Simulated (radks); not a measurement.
S II, 15 electrons, occupied as [Ne] 3p5 (not the ground configuration). All-electron calculation, non-relativistic Kohn-Sham, PBE, spin-polarised, spherical densities, point nucleus; open shells are filled with parallel spins first. Program: a radial shooting solver on a logarithmic mesh with Libxc functionals.

Local quantities along the radius. ELF = 1/(1 + alpha^2) is the electron localisation function; alpha = (tau - tau_W)/tau_unif compares the Pauli kinetic energy density with that of the uniform gas (summed over spins).

```
   r/bohr * ELF (the largest magnitude, 1, reaches the edge; | marks zero)
 0.003977 |                                                      *
 0.004485 |                                                      *
 0.005097 |                                                      *
 0.005747 |                                                      *
 0.006479 |                                                      *
 0.007306 |                                                      *
 0.008237 |                                                      *
 0.009287 |                                                      *
  0.01047 |                                                      *
  0.01181 |                                                      *
  0.01342 |                                                      *
  0.01513 |                                                      *
  0.01706 |                                                      *
  0.01923 |                                                      *
  0.02169 |                                                      *
  0.02445 |                                                      *
  0.02757 |                                                      *
  0.03108 |                                                      *
  0.03533 |                                                      *
  0.03983 |                                                      *
  0.04491 |                                                      *
  0.05063 |                                                      *
  0.05709 |                                                     *
  0.06437 |                                                     *
  0.07258 |                                                    *
  0.08183 |                                                  *
    0.093 |                                             *
   0.1049 |                                     *
   0.1182 |                           *
   0.1333 |                  *
   0.1503 |             *
   0.1695 |            *
   0.1911 |              *
   0.2154 |                    *
   0.2448 |                             *
   0.2761 |                                    *
   0.3113 |                                         *
   0.3509 |                                            *
   0.3957 |                                              *
   0.4461 |                                              *
    0.503 |                                             *
   0.5672 |                                          *
   0.6446 |                                 *
   0.7268 |                  *
   0.8195 |       *
   0.9239 |   *
    1.042 |     *
    1.175 |            *
    1.324 |                        *
    1.493 |                                 *
    1.697 |                                     *
    1.913 |                                      *
    2.157 |                                     *
    2.432 |                                 *
    2.743 |                            *
    3.092 |                    *
    3.486 |            *
    3.931 |     *
    4.468 | *
    5.037 |*
     5.68 *
    6.404 *
```

On this mesh the ELF has minima near r = 0.17, 0.92 bohr, which separate the shells, and maxima near 0.45 (0.86), 1.9 (0.71).
